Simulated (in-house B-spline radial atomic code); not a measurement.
## CAM-B3LYP excitations of the germanium ion Ge²⁺

Method: CAM-B3LYP. Computed with an all-electron radial atomic-structure program (B-spline basis): linear response of the closed shell [Ar] 3d10 4s2 with the functional's adiabatic kernel; non-relativistic, point nucleus, no spin-orbit coupling, no double excitations, S, P, D and F terms only; shells from n = 2 respond. Only terms of natural parity with L up to 3 were computed.

Without relativity these are model numbers for so heavy an element.

Command:
```bash
python run_td.py task.json out
```
Settings (radii: box in bohr, nucleus in fm):
```
Z                        32
electrons                30
configuration            [Ar] 3d10 4s2
hamiltonian              nr
method                   camb3lyp
box_radius               29.48
intervals                56
```

Cost of the run: 1.5 s on 1 thread of Intel(R) Xeon(R) Platinum 8488C (Sapphire Rapids) (shared host).

The lowest states, in the order of their Tamm-Dancoff energies; the method's threshold (minus the highest occupied level) is 31.47 eV. Labels give the largest channel, * marks a mixed state, and oscillator strengths are full-response dipole values. Semilocal kernels can invert the small singlet-triplet splittings of Rydberg terms. Energies in eV:

| state | full response | Tamm-Dancoff | oscillator strength |
| --- | --- | --- | --- |
| 4s → 4p 3P | 7.370 | 7.526 | - |
| 4s → 4p 1P | 11.088 | 11.581 | 1.63 |
| 4s → 5s 3S | 18.921 | 18.924 | - |
| 4s → 4d 3D | ? | ? | - |
| 4s → 5s 1S | 19.503 | 19.532 | - |
| 4s → 4d 1D | 19.841 | 19.851 | - |
| 4s → 5p 3P | 21.515 | 21.523 | - |
| 4s → 5p 1P | 21.785 | 21.837 | 0.00381 |
| 4s → 6s 3S | 24.806 | 24.807 | - |
| 4s → 4f 1F | ? | ? | - |

Q: Where does 4s → 4d 3D lie?

A: At 19.221 eV in full response, 19.232 eV in Tamm-Dancoff.

Q: Where does 4s → 4f 1F lie?

A: At 24.925 eV in full response, 24.925 eV in Tamm-Dancoff.

Q: How large is the singlet-triplet splitting of 4s → 4p (P terms) in Tamm-Dancoff?

A: 4.05 eV, from the unrounded values.

Q: What polarisabilities and dispersion coefficient does the method give?

A: Dipole 10.93 bohr³, quadrupole 32.3 bohr⁵, C6 42.88 hartree·bohr⁶ for two such species.
